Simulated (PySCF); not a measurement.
# SMILES C(CC)CC(C)C, C$_{7}$H$_{16}$

Geometry (Å), atoms numbered from 1 in this order:
```xyz
23

C    -3.3548    0.9066   -0.2777
C    -2.2132   -0.0316   -0.6345
C    -0.8748    0.3884   -0.0414
C     0.2688   -0.5478   -0.4049
C     1.6156   -0.2274    0.2474
C     2.1471    1.1441   -0.1563
C     2.6359   -1.3155   -0.0681
H    -3.1589    1.9295   -0.6379
H    -4.3076    0.5762   -0.7187
H    -3.4965    0.9661    0.8136
H    -2.1161   -0.0977   -1.7328
H    -2.4540   -1.0553   -0.2966
H    -0.6444    1.4155   -0.3740
H    -0.9654    0.4442    1.0594
H     0.3987   -0.5589   -1.5038
H    -0.0171   -1.5790   -0.1301
H     1.4578   -0.2194    1.3429
H     2.2749    1.2065   -1.2505
H     3.1284    1.3401    0.3034
H     1.4724    1.9580    0.1479
H     3.5972   -1.1257    0.4345
H     2.2793   -2.3077    0.2499
H     2.8326   -1.3653   -1.1524
```

Computed, not measured: quadratic response CAM-B3LYP/aug-cc-pVDZ first hyperpolarisability, Taylor convention, gas phase in PySCF 2.14.0. Geometry: PBE0-D3(BJ)/def2-SVP.

Problem. Give the tensor of the second harmonic β(−2ω;ω,ω) at 1064 nm in the axes of these coordinates.

Solution. In au, Taylor convention; rows are the first index (the induced dipole):
|  | xx | yy | zz | xy | xz | yz |
| --- | --- | --- | --- | --- | --- | --- |
| x | -22.2 | -0.8 | -7.3 | -6.4 | -3.8 | +2.7 |
| y | -6.1 | +19.2 | -2.2 | -0.8 | +2.7 | +3.9 |
| z | -3.8 | +4.0 | +28.1 | +2.6 | -7.3 | -2.2 |

Norm of βᵢ = ⅓ Σⱼ (βᵢⱼⱼ + βⱼᵢⱼ + βⱼⱼᵢ): 42.8 au, hyper-Rayleigh value 18.4 au.
